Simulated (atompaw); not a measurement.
## Cr (Z = 24): variants of one PAW (atompaw) potential

Base potential:

chromium (Cr), PAW, made with atompaw 4.2.0.5 (PBEsol, scalar-relativistic). Core [Ar], reference 3d4 4s0 4p0 (charge +2). Waves: 4s (bound, empty): rc 3.00 bohr; 4s channel at -0.45 Ry: rc 3.00 bohr; 4p (bound, empty): rc 3.00 bohr; 4p channel at -0.1 Ry: rc 3.00 bohr; 3d (bound): rc 1.60 bohr; 3d channel at -0.95 Ry: rc 1.60 bohr. Local part: troulliermartins scheme with l = 3 at 0 Ry, radius 2.60 bohr. Core correction: smooth core density matched at 1.60 bohr. Augmentation charge: gaussian compensation charge, radius 2.40 bohr; PAW radius 3.00 bohr; waves and projectors: custom polynom2 7 10 vanderbiltortho.

All-electron outer shells of the reference configuration (PBEsol, scalar-relativistic, ld1.x):

| shell | level (eV) | outermost node (bohr) | outermost maximum (bohr) |
| --- | --- | --- | --- |
| 3p | -66.31 | 0.33 | 0.80 |
| 3d | -22.81 | – | 0.82 |
| 4s | -18.42 | 1.10 | 2.36 |
| 4p | -13.23 | 1.20 | 2.78 |

Cutoffs, loose and tight: the cutoffs (Ry, on a coarse ladder) from which the occupation-weighted sum of valence levels, in a spherical-Bessel basis at the reference potential, stays within 10 and 1 mRy of its value at 400 Ry. They see the waves, projectors and local potential, not the compensation charge or the core. A dash means not determined.

A true bound ghost makes a file unfit for plane-wave use even where its test errors are small: the radial tests pick states by their node count and pass the ghost by.

| change | outcome | cutoff, loose | cutoff, tight | bound ghosts |
| --- | --- | --- | --- | --- |
| base | generated | 35 Ry | 230 Ry | none |
| local potential troulliermartins scheme with l = 3 at 0 Ry, radius 1.48 bohr | generated | 40 Ry | 230 Ry | s |
| local potential troulliermartins scheme with l = 3 at 0 Ry, radius 1.76 bohr | generated | 40 Ry | 230 Ry | s |
| local potential troulliermartins scheme with l = 3 at 0 Ry, radius 2.12 bohr | generated | 35 Ry | 230 Ry | none |
| local potential troulliermartins scheme with l = 3 at 0 Ry, radius 2.56 bohr | generated | 35 Ry | 230 Ry | none |
| local potential troulliermartins scheme with l = 3 at 0 Ry, radius 2.66 bohr | generated | 35 Ry | 230 Ry | none |
| local potential troulliermartins scheme with l = 3 at 0 Ry, radius 2.96 bohr | generated | 35 Ry | 230 Ry | none |

(1) What comes out with this change to the base: local potential troulliermartins scheme with l = 3 at 0 Ry, radius 1.28 bohr?

(2) What comes out with this change to the base: local potential troulliermartins scheme with l = 3 at 0 Ry, radius 1.96 bohr?

(3) What comes out with this change to the base: local potential troulliermartins scheme with l = 3 at 0 Ry, radius 2.36 bohr?

Answers

(1) outcome: generated; cutoff, loose: 40 Ry; cutoff, tight: 230 Ry; bound ghosts: s, p.

(2) outcome: generated; cutoff, loose: 35 Ry; cutoff, tight: 230 Ry; bound ghosts: s.

(3) outcome: generated; cutoff, loose: 40 Ry; cutoff, tight: 230 Ry; bound ghosts: none.

Reading the sweep of the r_vloc (base included, trends over the rows without a ghost): The loose cutoff stays near 35 Ry. Bound ghosts are found at 1.28, 1.48, 1.76, 1.96 bohr.
